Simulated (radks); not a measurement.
Results of a calculation; reference values are marked as such.
Ionisation of the sulfur ion S7+, [He] 2s2 2p5, to S8+, [He] 2s2 2p4, under several functionals. Scalar-relativistic Kohn-Sham, spin-polarised, spherical densities, point nucleus; open shells are filled with parallel spins first; a radial shooting solver on a logarithmic mesh with Libxc functionals. Known Delta-SCF values: exchange-only PBE 327.71 eV; SOGGA 328.78 eV; exchange-only LDA 326.51 eV. What does BLYP give, and what is its highest occupied eigenvalue?

Answer. 329.47 eV by Delta-SCF; the 2p eigenvalue is -305.23 eV. NIST: 328.79 eV (measured).
